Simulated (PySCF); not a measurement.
# Electron correlation in Cr²⁺ (chromium, charge +2)

[Ar] 3d3 4p1, one real determinant (an excited configuration). Computed with PySCF 2.14 in x2c-TZVPPall (6s5p4d2f1g, 64 functions), with the spin-free X2C one-electron Hamiltonian (Gaussian nucleus). Frozen: [Ne]; 12 electrons correlated.

```tsv
level	correlation energy (mhartree)
CCSD	-318.15
(T)	-6.14
CCSD(T)	-324.29
```

Diagnostics: T1 = 0.0073, D1 = 0.0281, largest double amplitude 0.033.

**Question.** Is a single reference adequate?

**Answer.** Yes: T1 lies below 0.03 and no double amplitude reaches 0.07.

The reference is one real determinant that mixes LS terms of this configuration.

This basis was not built for core-valence correlation, so the inner-shell part is incomplete.
